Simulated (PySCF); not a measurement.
## Radial density of Sm⁵⁵⁺ (samarium, charge +55)

BP86, [He] 2s2 2p3, high-spin 4S determinant. Computed with PySCF 2.14 in an uncontracted even-tempered set (19 s from 32 bohr⁻², ratio 2.2; 12 p from 41 bohr⁻², ratio 2.2; 5 d from 160 bohr⁻², ratio 2.4; 5 f from 230 bohr⁻², ratio 2.4; 4 g from 350 bohr⁻², ratio 2.4), with the spin-free X2C one-electron Hamiltonian (Gaussian nucleus).

```csv
r (bohr),4πr²ρ (e/bohr),4πr²(ρα − ρβ)
0.0202,70.57,6.3163
0.0340,47.61,19.2759
0.0572,54.42,34.4209
0.0962,45.90,24.6442
0.162,7.721,3.7843
0.272,0.08771,0.0441
0.458,1.046e-05,0.0000
```

Densities and radii are taken from the X2C orbitals without a picture-change correction, which distorts them close to the nucleus.

Spin-orbit coupling, which splits the p, d and f shells strongly at this Z, is absent. Spin-orbit coupling is strong in this species (close to jj coupling), so the high-spin LS determinant is a model state, not a physical level.
